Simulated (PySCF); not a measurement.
Computed vibrations of [YF4]−

[YF4]− (singlet). PySCF 2.14.0, RKS PBE0, Y def2-SVP with ECP28, F def2-SVP; non-relativistic Hamiltonian with scalar-relativistic core potentials where named; density fitting; no spin-orbit coupling. Central differences of gradients.

```xyz
5

Y     0.0000    0.0000    0.0000
F     1.1844    1.1844    1.1844
F    -1.1844   -1.1844    1.1844
F     1.1844   -1.1844   -1.1844
F    -1.1844    1.1844   -1.1844
```

Run from Python with OMP_NUM_THREADS=2. Where DIIS fails, smearing, a level shift and second-order steps follow.
It took 10 s on 2 threads of Intel(R) Xeon(R) Platinum 8488C (Sapphire Rapids), with other jobs on the host.

Q: What are the harmonic wavenumbers and infrared intensities?

A: Modes are labelled in Td; negative numbers are unstable modes, those under 60 cm⁻¹ near the noise; a finer grid moves soft modes by up to 10 cm⁻¹.
| cm⁻¹ | km/mol | symmetry |
| --- | --- | --- |
| 172 | 0.0 | e |
| 172 | 0.0 | e |
| 202 | 32.5 | t2 |
| 202 | 32.5 | t2 |
| 202 | 32.5 | t2 |
| 541 | 0.0 | a1 |
| 555 | 164.2 | t2 |
| 555 | 164.2 | t2 |
| 555 | 164.2 | t2 |

Q: Is this a minimum?

A: Yes. Ideal gas at 298.15 K and 1 bar: S = 323.0 J/(mol K), Cp = 91.0 J/(mol K), H − H(0 K) = 19.5 kJ/mol (rigid rotor, harmonic modes, spin degeneracy alone).
